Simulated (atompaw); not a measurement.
**Building the PAW (atompaw) potential for praseodymium (Pr) (LDA (PW92), scalar-relativistic).**

- Element: Pr
- Generator: atompaw 4.2.0.5
- Type: PAW
- Functional: LDA (PW92)
- Relativity: scalar-relativistic
- Frozen core: [Kr]
- Valence charge: 23
- Reference configuration: 4d10 4f2.5 5s2 5p6 5d0.5 6s2 6p0
- Partial waves: 5s (bound); 6s (bound); 5p (bound); 6p (bound, empty); 4d (bound); 5d (bound); 4f (bound); 4f channel at 2.75 Ry
- Local potential: troulliermartins scheme with l = 4 at 0 Ry, radius 2.25 bohr
- Core correction: smooth core density matched at 1.85 bohr
- Augmentation charge: sinc compensation charge, radius 2.80 bohr; PAW radius 2.85 bohr; waves and projectors: bloechl

All-electron outer shells of the reference configuration (LDA (PW92), scalar-relativistic, ld1.x):

```
shell  level (eV)  outermost node (bohr)  outermost maximum (bohr)
   4s     -290.89                   0.32                      0.58
   4p     -217.86                   0.32                      0.60
   4d     -113.38                   0.30                      0.64
   5s      -40.66                   0.74                      1.35
   5p      -22.76                   0.79                      1.53
   6s       -3.78                   1.79                      3.71
   4f       -3.74                      –                      0.69
   5d       -2.63                   0.90                      2.22
   6p       -1.36                   2.14                      4.94
```

Calculated quality:

* Cutoffs needed: 45 Ry and 50 Ry (the cutoffs (Ry, on a coarse ladder) from which the occupation-weighted sum of valence levels, in a spherical-Bessel basis at the reference potential, stays within 10 and 1 mRy of its value at 400 Ry)
* Ghost test: no extra level below or beside the all-electron valence levels (s, p, d, f tested) (spherical-Bessel basis up to 400 Ry, 20 bohr box)
* Lowest eigenvalue of the overlap operator: 0.29 (s channel)
* Overlap eigenvalues printed by atompaw (projector basis): 0.0859, 0.311, 0.632, 3.23, 5.8, 6.1, 25.3, 191
* Share of each valence orbital outside the PAW sphere: 5s 1 %, 6s 86 %, 5p 5 %, 6p 96 %, 4d 0 %, 5d 48 %, 4f 3 %

Generation and tests took about 43 s on one core of a shared server CPU.
